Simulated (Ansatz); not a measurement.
ClIn, triplet, geometry from GFN2-xTB (such geometries of metal compounds can be far from the true shape) (the spin is typed, not shown lowest) (core potentials on In); Ansatz (a quantum-chemistry and plane-wave program) with BLYP/def2-TZVP.

Input for Ansatz:
Ansatz 0.2 input:
```yaml
crystal:
  periodic: [false, false, false]
  atoms:
    - {symbol: In, position_ang: [-0.00000000, -0.00000000, -0.63631162]}
    - {symbol: Cl, position_ang: [0.00000000, 0.00000000, 1.83407468]}
basis:
  gaussian:
    orbitals: def2-TZVP
    fitting: {mean_field: def2-universal-JKFIT}
hamiltonian:
  xc: blyp
magnetization: {spin_polarized: true, initial_magnetization: 2}
```

The log (banner, timings and long lists left out):

```
Functional definition: BLYP
346 factors; integrals over basis functions are off by at most 4.6e-1 eV
mean field evaluation 1: about -17693.5508 eV, gradient 1.4e1 eV
mean field evaluation 2: about -17681.8386 eV, gradient 4.3e1 eV
mean field evaluation 4: about -17694.3902 eV, gradient 4.3e0 eV
mean field evaluation 8: about -17694.5228 eV, gradient 6.7e-2 eV
mean field evaluation 16: about -17694.4766 eV, gradient 2.6e0 eV
mean field evaluation 32: about -17691.3523 eV, gradient 1.4e1 eV
mean field evaluation 64: about -17694.3453 eV, gradient 2.1e0 eV
mean field -17694.52283026 eV, -650.2617202337 hartree, gradient 2.8e-5 eV, S^2 2.002147; 9 other end points of the search recorded, 0 dependent functions left out
reference -17694.52309630 eV, -650.2617300106 hartree; 20, 18 occupied and 67, 69 virtual orbitals, 346 factors
Total energy: -17694.52309630 eV, -650.2617300106 hartree
```
